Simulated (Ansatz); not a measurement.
Cartesian coordinates in Å:
```
C -0.5038 -0.3513 1.8745
C -0.6783 0.6706 1.0538
F -1.3346 1.7657 1.4969
Ge -0.0771 0.7972 -0.8053
C 0.8419 -0.8523 -1.2841
H -0.8744 -0.3309 2.8935
H 0.0194 -1.2337 1.5315
H -1.3110 1.0313 -1.6946
H 0.8557 2.0152 -0.9254
H 1.1872 -0.8008 -2.3173
H 1.7065 -1.0067 -0.6374
H 0.1684 -1.7045 -1.1861
```

Total charge 0; spin multiplicity 1.

**Question.** List the PBE/def2-TZVPP orbital energies in eV (Ansatz 0.2.0). (Estimate.)

**Answer.** Computed: Occupied: -10804.37, -1337.73, -1191.15, -1191.14, -1191.14, -660.26, -271.00, -268.99, -268.89, -162.33, -113.77, -113.76, -113.75, -30.48, -29.60, -29.60, -29.59, -29.54, -29.54, -18.96, -17.45, -14.80, -13.44, -11.79, -11.37, -10.97, -10.20, -10.02, -9.60, -8.14, -7.92, -7.42, -6.38. Lowest empty: -1.04, 0.01, 0.57, 0.84, 1.17, 1.77, 1.78, 2.10.
